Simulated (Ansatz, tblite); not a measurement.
Removing an electron: GaGe9H18⁻, a doped cluster cut from the lattice of germanium (Ga on a surface site). Total charge -1; singlet. Geometry: PBE-D4/def2-SVP. Ansatz, gas phase; energy differences of separate SCF runs; the oxidised species was run as a doublet alone.

```xyz
28

Ge   -0.682   -2.277   -1.922
Ge    3.283   -1.500   -2.227
Ge   -3.048    0.017    0.236
Ge   -1.600    3.238    2.225
Ga    0.927    1.091   -0.145
Ge   -0.729   -0.763    0.011
Ge    3.133   -0.032   -0.261
Ge    1.559   -3.241   -2.175
Ge    0.677    2.346    1.977
Ge   -3.265    1.439    2.223
H    -1.727   -3.446   -1.884
H    -0.988   -1.490   -3.237
H     4.671   -2.204   -2.428
H     3.046   -0.695   -3.548
H    -4.131   -1.114    0.310
H    -3.448    0.894   -0.995
H    -1.838    4.111    3.507
H    -1.971    4.174    1.027
H     0.632    1.992   -1.427
H    -0.559   -1.735    1.232
H     3.466   -1.001    0.927
H     4.417    0.870   -0.369
H     1.832   -4.187   -0.961
H     1.645   -4.159   -3.443
H     0.871    1.508    3.290
H     1.597    3.602    2.205
H    -3.052    0.551    3.493
H    -4.718    2.012    2.359
```

The xTB rows come from tblite. Correlated methods freeze 90 core orbitals; core or outer-core shells of Ge, Ga are correlated, in sets that lack core-valence functions. Single mean-field runs in def2-TZVP are fitted with def2-universal-jkfit. HOMO above LUMO, or a gap near zero within one spin, warns that the state may not be the lowest or that an electron is smeared out.

```csv
level,−HOMO (eV),vertical IE (eV),−LUMO (eV),HOMO–LUMO gap (eV),remarks
GFN1-xTB,8.42,9.81,4.88,3.55,–
GFN2-xTB,6.83,8.46,2.85,3.98,–
PBE-D4/def2-TZVP,2.51,4.31,-1.41,3.92,gap within one spin near zero (doublet)
PBE0-D4/def2-TZVP,3.38,4.60,-2.16,5.53,–
B2PLYP/def2-TZVP,–,4.59,–,–,–
```

  Raw xTB energy differences between charge states are shifted by several eV; the methods need an empirical correction for them.
